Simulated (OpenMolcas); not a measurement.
An atom or ion with 40 electrons was computed by MS-RASPT2, IPEA 0.25 Eh, imaginary shift 0.1 Eh with spin-orbit coupling (OpenMolcas, ANO-RCC-VTZP, DKH2). The lowest levels that the run gave, each within 12 % of the measured value where one is at hand:

```
J  Parity  E (eV)      g
0    even  0.0000       
1    even  0.1578  1.500
2    even   0.386  1.497
3    even   0.642  1.494
4    even   0.911  1.489
0    even   2.745       
4    even   3.021  0.891
5    even   3.376  1.057
1    even   3.380  1.466
3    even   3.487  0.915
2    even   3.606  0.697
6    even   3.612  1.153
```

Which ion is it, and what are the configurations and terms?

Ag7+ (Z = 47, charge +7; active space 10 electrons in 8 orbitals (RAS1 4p, at most 2 holes; RAS2 4d)). J, parity and g give the terms where levels are pure, and mixed ones are named by the computed weights; the size of the splittings, set against known spectra of the 40-electron sequence, gives the charge. In order, with the measured energies in eV (Atoms 5, 11 (2017), spectra Ag VII to Ag IX): 4d4 5D0, 4d4 5D1 (0.1661), 4d4 5D2 (0.3982), 4d4 5D3 (0.6561), 4d4 5D4 (0.9228), 4d4 3P0(1) (2.6420), 4d4 3H4 [70 %] (2.8891), 4d4 3H5 (3.2546), 4d4 3P1(1) (3.2888), 4d4 3G3 [52 %], 4d4 3F2(1) (3.4779), 4d4 3H6 (3.4945).

CASPT2 breaks the degeneracy within a term, and the mean is taken; among the terms shown or strongly mixed into the levels shown the widest spread is 350 cm-1 (4d4 3H). Active for correlation alone: 4p; no level in the range computed is led by a configuration that opens it, so any true level of that kind is missing. Computed and measured levels are paired by configuration, term and J; levels that our copy of the source lacks, or whose pairing is in doubt (as where it misses far off the trend of its configuration), stay unpaired and out of the deviations. Only configurations of the active space appear.

A share in square brackets marks a mixed level and gives the weight of the term that names it. A number in round brackets counts repeated terms of one configuration in the order of the reference energies.
